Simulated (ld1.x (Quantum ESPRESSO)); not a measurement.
# What one change does to a pseudopotential (Sb (Z = 51), TM)

* Element: antimony (Sb)
* Generator: ld1.x (Quantum ESPRESSO) 7.5
* Type: norm-conserving Troullier–Martins (Kleinman–Bylander form)
* Functional: PBEsol
* Relativity: scalar-relativistic
* Frozen core: [Kr]
* Valence charge: 15
* Reference configuration: 4d10 5s1 5p4
* Partial waves: 5s (bound): rc 1.80 bohr; 4d (bound): rc 1.20 bohr; 5p (bound): rc 2.10 bohr
* Local potential: the p channel
* Core correction: none

All-electron outer shells of the reference configuration (PBEsol, scalar-relativistic, ld1.x):

```csv
shell,level (eV),outermost node (bohr),outermost maximum (bohr)
4s,-150.09,0.39,0.73
4p,-103.09,0.39,0.76
4d,-34.85,0.38,0.84
5s,-13.67,0.95,1.88
5p,-5.42,1.04,2.29
```

Change: wave 5p (bound): rc 2.10 bohr becomes 5p (bound): rc 2.94 bohr.

Cutoffs: the cutoffs (Ry, on a coarse ladder) from which the occupation-weighted sum of valence levels, in a spherical-Bessel basis at the reference potential, stays within 10 and 1 mRy of its value at 400 Ry; they do not see the model core or the augmentation charge, which bear on the density cutoff. Errors are all-electron minus pseudo energies relative to the spin-unpolarised reference configuration.

**Question.** What does the change do?

**Answer.** The potential gets neither clearly harder nor softer (110 Ry and 180 Ry → 110 Ry and 180 Ry); the d channel sets the loose cutoff, while the largest relative change is in p, which becomes softer; of the 7 tests that both files solve, the error grows in 4 and shrinks in 3 by more than 15 % and 0.3 meV (median size 5.1 → 10.4 meV); neither file shows a bound ghost.

```csv
quantity,base,changed
"cutoff, loose",110 Ry,110 Ry
"cutoff, tight",180 Ry,180 Ry
loose cutoff by channel (10 mRy a level),"s 12 Ry, d 90 Ry, p 10 Ry","s 12 Ry, d 90 Ry, p 6 Ry"
bound ghosts,none,none
"error for 4d10 5s2 5p3, meV [ΔE -8.14 eV]",+0.1,+10
"error for 4d10 5s2 5p2, meV [ΔE 0.20 eV]",-5.1,+0.5
"error for 4d10 5s2 5p1, meV [ΔE 16.21 eV]",-9.4,+2.2
"error for 4d10 5s2 5p3.3, meV [ΔE -9.30 eV]",+1.5,+14
"error for 4d10 5s1 5p3, meV [ΔE 8.97 eV]",-0.4,+3.1
"error for 4d10 5s2 5p0, meV [ΔE 40.66 eV]",-10,+38
"error for 4d9 5s2 5p4, meV [ΔE 22.90 eV]",-367,-99
```
